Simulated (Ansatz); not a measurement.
Mulliken charges of ClFGaH3O2Si (`O[Si](O)(F)[GaH][Cl]`) from B3LYP/def2-TZVPP in Ansatz (PBE0-D4/def2-TZVP geometry).

| atom | x (Å) | y (Å) | z (Å) | charge (e) |
| --- | --- | --- | --- | --- |
| O1 | 1.653 | -0.591 | -0.102 | -0.372 |
| Si2 | 0.022 | -0.658 | -0.138 | 0.711 |
| O3 | -0.452 | -1.690 | 1.024 | -0.388 |
| F4 | -0.434 | -1.194 | -1.575 | -0.305 |
| Ga5 | -0.991 | 1.496 | 0.161 | 0.303 |
| Cl6 | 0.334 | 3.013 | -0.646 | -0.308 |
| H7 | 2.095 | 0.026 | -0.688 | 0.202 |
| H8 | 0.083 | -2.468 | 1.198 | 0.195 |
| H9 | -2.310 | 2.066 | 0.767 | -0.037 |

Task: By hand: the dipole of these point charges (1 e Å = 4.8032 D).

Result: Σ q r = (-0.170, -0.255, 0.337) e Å, of length 0.456 e Å = 2.19 D.

Task: How does the dipole of the full density compare? (Best estimate.)

Result: The calculation gave: (0.060, -0.265, 0.175) e Å, 1.55 D; the point charges give 1.41 times that, at 38° from its direction.

Point charges leave out the atoms' own dipoles, such as those of lone pairs, and Mulliken's split depends on the basis, so the two needn't agree.

B3LYP here is the variant with VWN-RPA as its local correlation; programs differ in this.
